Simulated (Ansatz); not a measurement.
Input file for Ansatz (an electronic-structure program): U-CCSD(T)/def2-TZVPP on AlN+, 2S+1 = 4, a spin state set in the input, which need not be the lowest, a point of a bond scan (R = 2.044 Å). Charge +1.

Ansatz 0.2 input:
```yaml
crystal:
  periodic: [false, false, false]
  atoms:
    - {symbol: N, position_ang: [0.00000000, 0.00000000, 0.00000000]}
    - {symbol: Al, position_ang: [0.00000000, 0.00000000, 2.04417500]}
basis:
  gaussian:
    orbitals: def2-TZVPP
total_charge: 1
magnetization: {spin_polarized: true, initial_magnetization: 3}
correlation: {method: ccsd_t, electrons: valence}
output: {orbitals: {seedname: ./end}}
```

The log:

```
WARN ansatz: RAYON_NUM_THREADS=1 ignored (pool sized by the plan → 1); use --threads N
Functional definition: HF
integrals: 0.07 GiB planned
451 factors; integrals over basis functions are off by at most 1.0e-3 eV
mean field: 0.12 GiB planned
mean field evaluation 1: about -8051.3100 eV, gradient 2.6e1 eV
mean field evaluation 2: about -8051.3123 eV, gradient 2.6e1 eV
mean field evaluation 4: about -8055.6664 eV, gradient 3.1e0 eV
mean field evaluation 8: about -8056.0362 eV, gradient 3.5e-1 eV
mean field evaluation 16: about -8051.3101 eV, gradient 2.6e1 eV
mean field evaluation 32: about -8056.0116 eV, gradient 6.0e-1 eV
mean field evaluation 64: about -8052.7586 eV, gradient 8.4e-2 eV
mean field evaluation 96: about -8050.9988 eV, gradient 1.0e-2 eV
mean field evaluation 128: about -8052.2427 eV, gradient 9.9e-1 eV
mean field evaluation 160: about -8050.1369 eV, gradient 1.5e0 eV
mean field -8056.04641230 eV, -296.0542450676 hartree, gradient 8.5e-6 eV, S^2 3.812870; 4 other end points of the search recorded, 0 dependent functions left out
determinant -8056.04641230 eV, -296.0542450676 hartree, with singles and doubles -8060.59580727 eV, -296.2214322492 hartree
determinant -8052.75961654 eV, -295.9334575514 hartree, with singles and doubles -8057.53831207 eV, -296.1090713730 hartree
6 core orbitals not correlated
reference -8056.04641230 eV, -296.0542450676 hartree; 5, 2 occupied and 62, 65 virtual orbitals, 451 factors
second order -3.68877941 eV of doubles, -0.00000000 eV of singles
coupled cluster: 0.19 GiB planned
cycle   1  -4.47730471 eV  change   -4.0e-1 eV  update   2.2e-2
cycle   2  -4.49069468 eV  change   -1.3e-2 eV  update   8.6e-3
cycle   3  -4.49995093 eV  change   -9.3e-3 eV  update   4.8e-3
cycle   4  -4.50356576 eV  change   -3.6e-3 eV  update   2.5e-3
cycle   5  -4.50459853 eV  change   -1.0e-3 eV  update   1.2e-3
cycle   6  -4.50510782 eV  change   -5.1e-4 eV  update   5.3e-4
cycle   7  -4.50526717 eV  change   -1.6e-4 eV  update   1.8e-4
cycle   8  -4.50530605 eV  change   -3.9e-5 eV  update   7.0e-5
cycle   9  -4.50533211 eV  change   -2.6e-5 eV  update   3.1e-5
cycle  10  -4.50535393 eV  change   -2.2e-5 eV  update   1.3e-5
cycle  11  -4.50536001 eV  change   -6.1e-6 eV  update   5.4e-6
perturbative correction -0.14124358 eV, -0.0051906060 hartree
Total energy: -8060.69301589 eV, -296.2250046001 hartree
```

The run converged.

Cost: very roughly 3 core-seconds.
